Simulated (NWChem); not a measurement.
phosphine (PH$_{3}$); SMILES P

```xyz
4

P      0.0000     0.0000     0.1381
H     -0.7777     0.9085    -0.6436
H      1.1756     0.2192    -0.6436
H     -0.3980    -1.1277    -0.6436
```
Atoms are numbered in this order, from 1.

Computed with NWChem. Pople sets run with spherical d functions. The geometry was optimised at PBE0/def2-SVP. No frequency run checked for a minimum. GIAO values for the isolated, static molecule; σ is the absolute isotropic shielding.

Problem. Predict the results for B3LYP/6-311G**. Quantities: σ P1 (ppm); σ H2 (ppm).

Solution. 
```
Item        Value
----------  -----
σ P1 (ppm)  563.9
σ H2 (ppm)  29.60
```
